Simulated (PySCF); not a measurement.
**Removing the step error of a finite difference**

System: C$_{3}$H$_{8}$BF (SMILES CCB(C)F), singlet, geometry from GFN2-xTB. Level: PBE0/6-31G, polarisability (PySCF). Sums are taken with unrounded values, so a last digit can differ.

Second differences of the energy in a field along z gave a polarisability along z of 42.883 bohr³ at step 0.005 and 42.977 bohr³ at step 0.02 (atomic units).

Extrapolate to zero step.

The leading error of a symmetric difference goes as h², so A(h) = A0 + c h². Then c = (42.977 - (42.883))/(0.02² - 0.005²) = 251 (atomic units) and A0 = 42.883 - c × 0.005² = 42.876 bohr³. The analytic value from the same program and level is 42.876 bohr³: the smaller step missed it by 0.006, the extrapolation by 0.000.
